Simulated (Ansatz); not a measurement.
Program: Ansatz. Geometries: PBE0-D4/def2-TZVP. ΔE: electronic, gas phase. CCSD(T)/CBS is the MP2 limit (def2-TZVPP, def2-QZVPP) plus CCSD(T) − MP2 in def2-TZVPP, frozen cores. DFT in def2-TZVPP. B3LYP here is the variant with VWN-RPA as its local correlation; programs differ in this. One conformer a species, not always the lowest.

Consider the isomerisation: `Cl[SiH2]OC1CO1` → `O=COC[SiH2]Cl`.

```csv
level,ΔE (kJ/mol),difference from CCSD(T)/CBS
PBE-D4,-15.7,-12.9
PBE0-D4,-5.0,-2.2
ωB97M-V,-4.6,-1.8
B3LYP,-14.3,-11.5
HF/def2-TZVPP,-7.6,-4.8
SCS-MP2/def2-TZVPP,-1.3,1.5
CCSD(T)/def2-TZVPP,-5.6,-2.8
SCS-MP2/def2-QZVPP,0.6,3.4
HF/CBS(def2),-6.0,-3.2
CCSD/CBS(def2),0.7,3.5
CCSD(T)/CBS,-2.8,0
```

Largest T1 diagnostic among the species: 0.014.

From PBE to PBE0 (25 % exact exchange), in def2-TZVPP and without D4, ΔE moves by +10.6 kJ/mol.
